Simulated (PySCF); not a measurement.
C6H11O, SMILES O=C(C)C[C](C)C, multiplicity 2.

Coordinates come from a PBE-D3(BJ)/def2-SVP optimisation. The isomer is the one that the SMILES or the coordinates give; other isomers of the formula were not compared. One conformer was computed; it need not be the lowest.

The numbers are results of PBE-D3(BJ)/def2-SVP (PySCF 2.14.0), not measurements.

Frequencies are harmonic and unscaled.

Problem. List the normal modes with their intensities. (An estimate is asked for; the answer gives what the named calculation found.)

Solution. 
```
mode  ν (cm⁻¹)  IR (km/mol)  moving atoms (share of kinetic energy)
----  --------  -----------  --------------------------------------
1           59          3.2                  C 45 %, H 30 %, O 25 %
2           97          1.5                                  H 88 %
3          104          2.8                          C 55 %, H 38 %
4          126          0.1                          H 89 %, C 10 %
5          128          0.1                           H 89 %, C 9 %
6          142          0.1                  C 45 %, H 29 %, O 26 %
7          302          8.2                          C 64 %, H 30 %
8          339          3.5                  C 61 %, H 27 %, O 12 %
9          383          2.7                          C 60 %, H 37 %
10         413          1.0                          H 51 %, C 43 %
11         508          9.8                  C 38 %, H 31 %, O 31 %
12         562         10.6                  C 53 %, H 34 %, O 13 %
13         758          0.1                   C 69 %, H 23 %, O 8 %
14         775          0.3                          C 73 %, H 24 %
15         858          8.4                          H 57 %, C 42 %
16         898          2.7                          H 80 %, C 20 %
17         937          1.2                          H 73 %, C 25 %
18         951          0.8                          H 58 %, C 42 %
19         971          3.8                          H 59 %, C 39 %
20         982          5.8                          H 55 %, C 42 %
21         996          3.1                          H 56 %, C 43 %
22        1082          8.7                          H 68 %, C 27 %
23        1178         37.0                          H 55 %, C 44 %
24        1194         69.3                          H 58 %, C 41 %
25        1258         13.9                          C 70 %, H 30 %
26        1288          4.6                          H 63 %, C 37 %
27        1308         42.4                          H 68 %, C 32 %
28        1335         12.3                          H 61 %, C 39 %
29        1339          5.1                          H 75 %, C 25 %
30        1377         10.6                                  H 93 %
31        1382          8.3                                  H 96 %
32        1384          6.2                           H 92 %, C 8 %
33        1393         11.8                                  H 92 %
34        1398          5.6                                  H 93 %
35        1408          4.0                           H 91 %, C 9 %
36        1416          2.9                          H 84 %, C 16 %
37        1749        179.9                          C 63 %, O 35 %
38        2876         36.7                                  H 95 %
39        2912         16.2                                  H 96 %
40        2963         19.5                                  H 95 %
41        2969          8.1                                  H 97 %
42        2970         13.1                           H 92 %, C 8 %
43        2980         19.0                                  H 93 %
44        3038         11.7                          H 90 %, C 10 %
45        3044         19.0                           H 91 %, C 9 %
46        3051          3.1                           H 91 %, C 9 %
47        3060         17.3                           H 91 %, C 9 %
48        3104          5.0                          H 90 %, C 10 %
```
